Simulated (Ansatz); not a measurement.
Pulling on the P1–N2 bond in PN (multiplicity 1 held). Energies count from the point at 1.483 Å.


Restricted levels (R-, RO-) in cc, def2 and unpolarised 6-31G sets keep to the state of the molecule at rest. Active spaces are followed from rest. Full CI gives the lowest state of the spin. Curves can end on different states.

Correlated levels freeze the cores.

The values were computed with Ansatz (Gaussian orbitals). Values without a source in brackets are computed.

Energies in kJ/mol.

| R (Å) | R-HF/6-31G | R-CCSD/6-31G | SC-NEVPT2 on CASSCF(10,8)/6-31G | FIC-NEVPT4(SD) on CASSCF(10,8)/6-31G | FIC-MRCISD+Q on CASSCF(10,8)/6-31G | FCI/6-31G |
|---|---|---|---|---|---|---|
| 1.186 | 657 | 745 | 759 | 758 | 758 | 757 |
| 1.334 | 141 | 189 | 197 | 197 | 197 | 197 |
| 1.483 | 0 | 0 | 0 | 0 | 0 | 0 |
| 1.631 | 39 | -17 | -27 | -27 | -27 | -27 |
| 1.779 | 161 | 42 | 21 | 20 | 20 | 20 |
| 2.002 | 397 | 167 | 131 | 128 | 128 | 128 |
| 2.224 | 632 | 259 | 227 | 222 | 221 | 221 |
| 2.595 | 985 | 155 | 309 | 301 | 300 | 300 |
| 2.965 | 1245 | 40 | 334 | 325 | 324 | 325 |
| 3.410 | 1468 | -12 | 341 | 333 | 331 | 333 |
| 4.003 | 1662 | -32 | 344 | 336 | 334 | 336 |
| 4.745 | 1806 | -39 | 345 | 336 | 335 | 337 |
| 5.931 | 1923 | -43 | 345 | 337 | 335 | 337 |

Doubts at one or more of the structures used: a restricted determinant that unrestricted orbitals would lower (R-HF/6-31G, R-CCSD/6-31G); other coupled-cluster roots lie near (R-CCSD/6-31G); T1 above 0.05 (R-CCSD/6-31G).

Ansatz is an electronic-structure program.
